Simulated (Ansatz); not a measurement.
Cost and result for the atomization energy of C₃H₉FGeO, SMILES `CC[O][GeH]([CH3])[F]` (15 atoms, 14 bonds).

| atom | x (Å) | y (Å) | z (Å) |
| --- | --- | --- | --- |
| C1 | -2.250 | 0.793 | 1.089 |
| C2 | -1.081 | -0.158 | 1.038 |
| O3 | -0.265 | 0.176 | -0.072 |
| Ge4 | 1.301 | -0.603 | -0.283 |
| C5 | 2.087 | 0.105 | -1.889 |
| F6 | 0.988 | -2.303 | -0.532 |
| H7 | -2.834 | 0.728 | 0.169 |
| H8 | -1.904 | 1.823 | 1.203 |
| H9 | -2.903 | 0.551 | 1.931 |
| H10 | -0.504 | -0.096 | 1.972 |
| H11 | -1.436 | -1.192 | 0.944 |
| H12 | 2.106 | -0.546 | 1.028 |
| H13 | 3.015 | -0.418 | -2.117 |
| H14 | 1.386 | -0.029 | -2.714 |
| H15 | 2.294 | 1.169 | -1.767 |

Total charge 0; spin multiplicity 1. Correlated methods include outer-core shells of Ge, which these sets cover unevenly. Scalar relativity is left out up to krypton. The structure was optimised at the PBE0-D4/def2-TZVP level. It is one conformer, not always the lowest. Program: Ansatz. All runs use 2 threads of an AMD EPYC 7R13 on a shared host and a share of an NVIDIA H100 80 GB. Times are those of one run each, without the atoms' runs, and a repeat can differ threefold. Electronic energies, without spin–orbit coupling; frozen cores. CCSD(T)/CBS adds CCSD(T) − MP2 in def2-TZVPP to the MP2 limit, and its time is that of the two runs behind it. T1 = 0.011. With those shells the extrapolation isn't a true limit. B3LYP takes the VWN-RPA correlation (the form of Gaussian; ORCA's B3LYP/G).

CCSD(T)/CBS is a level of theory with its own doubt, some kJ/mol a heavy atom from the limit and from the frozen cores, so smaller differences don't rank the functionals.

| level | functions | wall time | atomization (kJ/mol) | difference from CCSD(T)/CBS | per bond |
| --- | --- | --- | --- | --- | --- |
| PBE-D4/def2-TZVPP (with forces) | 329 | 2.4 s | 5722.6 | 65.5 | 4.7 |
| PBE0-D4/def2-TZVPP | 329 | 3.5 s | 5633.1 | -24.0 | -1.7 |
| r2SCAN-D4/def2-TZVPP (with forces) | 329 | 3.7 s | 5654.4 | -2.7 | -0.2 |
| B2PLYP/def2-TZVPP | 329 | 4.4 s | 5585.8 | -71.3 | -5.1 |
| B3LYP-D4/def2-TZVPP (with forces) | 329 | 4.7 s | 5624.8 | -32.3 | -2.3 |
| ωB97X-V/def2-TZVPP | 329 | 4.9 s | 5657.9 | 0.8 | 0.1 |
| ωB97M-V/def2-TZVPP (with forces) | 329 | 8 s | 5641.3 | -15.8 | -1.1 |
| MP2/def2-QZVPP | 644 | 8.5 s | 5684.4 | 27.3 | 2.0 |
| CCSD(T)/def2-TZVPP | 329 | 20 s | 5535.2 | -121.9 | -8.7 |
| CCSD(T)/CBS(def2) | – | 28 s | 5657.1 | 0.0 | 0.0 |

From PBE to PBE0 (25 % exact exchange), in def2-TZVPP and without D4, the atomization energy moves by −85.3 kJ/mol: exact exchange takes away binding that semilocal exchange gives to molecules. In def2-TZVPP, CCSD(T) changes the Hartree–Fock value by +1368.8 kJ/mol (the triples alone add +74.1 kJ/mol) and MP2 by +1446.0 kJ/mol; breaking electron pairs costs correlation energy, which Hartree–Fock lacks. The D4 term adds +43.6 kJ/mol with B3LYP and +23.2 kJ/mol with PBE0; it sums over pairs of atoms, weighted by their polarisabilities, and B3LYP, whose exchange is more repulsive, gets the larger term.
